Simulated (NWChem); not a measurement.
System: Si2NH7 anion, doublet; SMILES of the neutral closed-shell parent [SiH3]N[SiH3]

```xyz
10

Si     0.0808     1.6884     0.0224
N     -0.6518    -0.0934     0.0484
Si     0.1381    -1.6258     0.0003
H      0.4029     3.1520     0.5573
H      1.5073     1.1808     0.1614
H     -0.0325     2.0532    -1.4482
H     -1.6677    -0.1058     0.0560
H      0.4720    -2.2068    -1.3596
H     -0.6450    -2.7317     0.6723
H      1.4609    -1.5635     0.7038
```
Atoms are numbered in this order, from 1.

Program: NWChem. Pople sets run with spherical d functions. Spin-unrestricted. Sets without diffuse functions describe the anion's extra electron poorly. Structure relaxed at the B3LYP/def2-SVPD, spin-unrestricted level. Not confirmed as a minimum by frequencies. The spin multiplicity was typed, not searched, and may not be the lowest. No stability test was run on the SCF state. The highest occupied level is positive in some or all of these runs, so the extra electron may be held by the finite basis. Level MN15/6-31G*: energy and gradient on several grids; changes count from the extra-fine grid, which is no exact limit either.

Question: Which is the coarsest grid (medium; fine; coarse; xcoarse; xfine) from which on the energy stays within 50 μHa and each gradient component within 100 μHa/bohr of xfine?

Answer: fine.
```tsv
grid	size of the energy change (μHa)	largest change of a gradient component (μHa/bohr)	time, medium = 1 (rough)
xcoarse	10000	1000	about 1
coarse	300	600	about 1
medium	< 10	200	about 1
fine	< 10	< 30	about 1
xfine	< 10	< 30	3
```
